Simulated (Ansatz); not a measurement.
Consider the isomerisation: `[AlH2][O]C[SiH2][SiH3]` → `[CH3][AlH][O][SiH2][SiH3]`.

Program: Ansatz. Geometries: PBE0-D4/def2-TZVP. ΔE: electronic, gas phase. CBS: MP2 limit from def2 TZ/QZ plus the TZ coupled-cluster correction, frozen cores. Functionals use def2-TZVPP. One conformer a species, not always the lowest.

`[AlH2][O]C[SiH2][SiH3]`:

Z-matrix (Å, degrees):
```
C
O 1 1.405
Si 1 1.897 2 110.3
H 1 1.100 2 112.1 3 121.9
H 1 1.097 2 109.4 3 -120.3
Al 2 1.691 1 133.5 3 -108.1
Si 3 2.343 1 111.5 2 179.4
H 3 1.492 1 108.2 2 58.9
H 3 1.488 1 109.7 2 -58.7
H 6 1.576 2 116.1 1 177.2
H 6 1.584 2 118.3 1 -3.2
H 7 1.489 3 110.5 1 60.4
H 7 1.489 3 110.5 1 -59.3
H 7 1.488 3 110.7 1 -179.5
```

`[CH3][AlH][O][SiH2][SiH3]`:

Z-matrix (Å, degrees):
```
C
Al 1 1.943
H 1 1.095 2 111.0
H 1 1.093 2 112.5 3 120.9
H 1 1.095 2 111.0 3 -118.2
O 2 1.694 1 118.5 3 59.0
H 2 1.581 1 125.5 3 -121.0
Si 6 1.628 2 154.9 1 0.2
Si 8 2.349 6 111.2 2 0.9
H 8 1.491 6 109.8 2 121.8
H 8 1.491 6 109.8 2 -120.1
H 9 1.490 8 110.8 6 59.7
H 9 1.490 8 110.8 6 179.9
H 9 1.490 8 110.8 6 -59.9
```

(1) Is it downhill or uphill in electronic energy at CCSD(T)/CBS, and by how much? (An estimate is asked.)

(2) What do these levels give: PBE-D4, ωB97M-V, MP2/def2-TZVPP, SCS-MP2/def2-TZVPP, CCSD(T)/def2-TZVPP, MP2/def2-QZVPP? (Best estimate.)

Largest T1 diagnostic among the species: 0.014.

Answers

(1) The calculation gave: Downhill: ΔE = -54.3 kcal/mol.

(2) Computed: PBE-D4 -49.7, ωB97M-V -53.3, MP2/def2-TZVPP -55.5, SCS-MP2/def2-TZVPP -54.5, CCSD(T)/def2-TZVPP -53.5, MP2/def2-QZVPP -56.2 kcal/mol.

From PBE to PBE0 (25 % exact exchange), in def2-TZVPP and without D4, ΔE moves by −2.0 kcal/mol.
